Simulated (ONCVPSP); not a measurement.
# Transferability test, ONCV potential for argon (Ar)

argon, optimised norm-conserving Vanderbilt (ONCV), made with ONCVPSP 4.0.1 (PBE, non-relativistic). Core [Ne], reference 3s2 3p6. Waves: 3s: rc 1.10 bohr, ncon 3, nbas 7, qcut 4.9 1/bohr, 2 projectors, debl 0.7 Ha; 3p: rc 1.35 bohr, ncon 5, nbas 8, qcut 7.3 1/bohr, 3 projectors, debl 1.8 Ha. Local part: polynomial inside 0.85 bohr (lpopt 2, dvloc0 0 Ha). Core correction: polynomial model core, fcfact 0.2.

In the s channel the program set the typed energies aside and used -0.884, 0.250 Ha.

Energies are relative to the spin-unpolarised reference configuration 3s2 3p6; without spin polarisation the order of configurations can differ from experiment.

| valence configuration | charge | ΔE all-electron (eV) | error AE − PS (meV) |
| --- | --- | --- | --- |
| 3s2 3p4 | +2 | 44.745 | +17 |
| 3s2 3p3 | +3 | 87.331 | +63 |
| 3s1 3p6 | +1 | 30.431 | +2.7 |

Question: What are ΔE and the potential's error for 3s2 3p5?

Answer: ΔE = 16.074 eV all-electron; the error (AE − PS) is +2.2 meV.

Levels in the configuration 3s1 3p6:

| level | all-electron (eV) | pseudo (eV) |
| --- | --- | --- |
| 3s | -37.057 | -37.054 |
| 3p | -22.665 | -22.661 |

Note: ghosts flagged at negative energy: p at -133.6 eV; GHOST(+) flags only above 600 eV. A true bound ghost makes a file unfit for plane-wave use.
